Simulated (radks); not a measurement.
All-electron atom: the dysprosium ion Dy28+ in [Kr] 4d2. Calculated with a radial shooting solver on a logarithmic mesh with Libxc functionals: scalar-relativistic Kohn-Sham, BLYP, spin-polarised, spherical densities, finite nucleus; open shells are filled with parallel spins first (spin-orbit coupling, left out, can overturn this in heavy ions); Fermi nuclear charge, rms radius 5.2218 fm.

Normalised radial functions P(r) = r R(r), r in bohr:

```
   r/bohr * 4p down (the largest magnitude, 1.68, reaches the edge; | marks zero)
 0.002562                             *
 0.002888                             *
 0.003283                             *
 0.003701                             *
 0.004173                             |*
 0.004705                             |*
 0.005348                             |*
 0.006029                             |*
 0.006798                             |*
 0.007665                             | *
 0.008642                             | *
 0.009822                             | *
  0.01107                             |  *
  0.01249                             |  *
  0.01408                             |   *
    0.016                             |    *
  0.01804                             |     *
  0.02034                             |      *
  0.02293                             |      *
  0.02586                             |       *
  0.02939                             |        *
  0.03314                             |         *
  0.03736                             |          *
  0.04212                             |          *
  0.04788                             |          *
  0.05398                             |          *
  0.06086                             |        *
  0.06862                             |       *
  0.07737                             |    *
  0.08794                             |*
  0.09915                          *  |
   0.1118                      *      |
    0.126                  *          |
   0.1433               *             |
   0.1615             *               |
   0.1821             *               |
   0.2053               *             |
   0.2315                    *        |
   0.2631                           * |
   0.2967                             |     *
   0.3345                             |             *
   0.3771                             |                    *
   0.4286                             |                        *
   0.4833                             |                          *
   0.5449                             |                         *
   0.6144                             |                     *
   0.6927                             |                *
   0.7873                             |          *
   0.8877                             |      *
    1.001                             |   *
    1.128                             | *
    1.283                             |*
    1.446                             *
     1.63                             *
```

4p down: eigenvalue -1132.8 eV, 2 radial nodes at r = 0.0915, 0.272 bohr, <r> = 0.501 bohr, 90 % of the charge inside 0.716 bohr.
